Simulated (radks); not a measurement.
Results of a calculation; reference values are marked as such.
Effect of the nuclear size on neutral ytterbium, [Xe] 4f14 6s2. Code: a radial shooting solver on a logarithmic mesh with Libxc functionals. Model: Dirac Kohn-Sham, LDA (Slater exchange, Perdew-Wang correlation), spin-unpolarised, spherical densities, finite nucleus; Fermi nuclear charge, rms radius 5.3108 fm. The rms radius is varied about that value; shifts are against it.

rms radius (fm)  total energy shift (eV)  density at nucleus (e/bohr^3)  1s1/2 shift (meV)  2s1/2 shift (meV)  5s1/2 shift (meV)  5p1/2 shift (meV)  6s1/2 shift (meV)  4f7/2 shift (meV)  6p1/2 (empty) shift (meV)
4.5142                             -11.0                      1.075e+06              -4500               -612              -4.71              0.438             -0.183              0.780                      0.153
5.1302                             -2.61                      1.033e+06              -1070               -145              -1.11              0.104             -0.043              0.184                      0.036
5.3108                                 0                      1.023e+06              0.000              0.000              0.000              0.000              0.000              0.000                      0.000
5.725                               6.22                      9.992e+05               2540                345               2.66             -0.247              0.103             -0.440                     -0.086
6.0171                              10.8                       9.84e+05               4410                599               4.61             -0.428              0.180             -0.763                     -0.150

Slopes of the eigenvalues against <r^2> in GHz/fm^2, as finite differences over the two radii next to the reference (eigenvalue slopes, not the field-shift constants of lines): 1s1/2 135000, 2s1/2 18300, 5s1/2 141, 5p1/2 -13.1, 6s1/2 5.50, 4f7/2 -23.4, 6p1/2 (empty) -4.60.
